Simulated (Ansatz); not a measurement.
A run for Ansatz (a program for electronic structure): R-CCSD(T)/aug-cc-pV(D+d)Z on HF (SMILES F) with ghost functions, monomers drawn apart or pushed together. Files ending in .json are basis or fitting sets from the Basis Set Exchange.

Ansatz 0.2 input:
```yaml
crystal:
  periodic: [false, false, false]
  atoms:
    - {symbol: F, position_ang: [1.01145503, -1.02785651, 0.18953647]}
    - {symbol: H, position_ang: [0.84095398, -0.83434389, 1.09638411]}
basis:
  gaussian:
    orbitals: aug-cc-pV_D+d_Z.json
    ghost_atoms:
      - {symbol: O, position_ang: [0.57449899, -0.53418553, 2.57156391]}
      - {symbol: Si, position_ang: [-0.62866430, 0.48889816, 3.11907208]}
      - {symbol: H, position_ang: [1.12728112, -0.99130386, 3.21121817]}
      - {symbol: H, position_ang: [-1.59954999, -0.25920213, 3.94835374]}
      - {symbol: H, position_ang: [-1.26513856, 1.01309511, 1.89940626]}
      - {symbol: H, position_ang: [-0.04252040, 1.58109403, 3.92748295]}
magnetization: {spin_polarized: false}
correlation: {method: ccsd_t, electrons: outside_noble_gas}
scf: {lower_state_search: off}
```

Output:

```
Functional definition: HF
[...]
these checks for a lower state are left out or cut short: stability, starts, cluster_reference, orbital_swaps, neighbouring_geometries, increment
integrals: 0.20 GiB planned
926 factors; integrals over basis functions are off by at most 1.2e-3 eV
mean field: 0.18 GiB planned
mean field evaluation 1: about -2721.0220 eV, gradient 2.4e1 eV
mean field evaluation 2: about -2721.0219 eV, gradient 2.4e1 eV
mean field evaluation 4: about -2722.0030 eV, gradient 1.2e0 eV
mean field evaluation 8: about -2722.0081 eV, gradient 5.5e-5 eV
mean field -2722.00811314 eV, -100.0319531144 hartree, gradient 1.4e-6 eV, S^2 0.000000; 0 other end points of the search recorded, 0 dependent functions left out
1 core orbitals not correlated
reference -2722.00811314 eV, -100.0319531144 hartree; 4, 4 occupied and 118, 118 virtual orbitals, 926 factors
second order -6.10959710 eV of doubles, -0.00000000 eV of singles
coupled cluster: 0.56 GiB planned
cycle   1  -6.06675647 eV  change    4.3e-2 eV  update   5.3e-2
cycle   2  -6.17889487 eV  change   -1.1e-1 eV  update   1.4e-2
cycle   3  -6.20931627 eV  change   -3.0e-2 eV  update   6.6e-3
cycle   4  -6.20701452 eV  change    2.3e-3 eV  update   9.5e-4
cycle   5  -6.20635469 eV  change    6.6e-4 eV  update   3.6e-4
cycle   6  -6.20646499 eV  change   -1.1e-4 eV  update   8.7e-5
cycle   7  -6.20647114 eV  change   -6.2e-6 eV  update   3.0e-5
cycle   8  -6.20645647 eV  change    1.5e-5 eV  update   9.0e-6
cycle   9  -6.20645315 eV  change    3.3e-6 eV  update   2.4e-6
perturbative correction -0.11975905 eV, -0.0044010638 hartree
Total energy: -2728.33432533 eV, -100.2644371246 hartree
Checks for a lower state left out: stability, starts, cluster_reference, orbital_swaps, neighbouring_geometries, increment
```

Self-consistency was reached.

Cost: roughly 10 core-seconds.
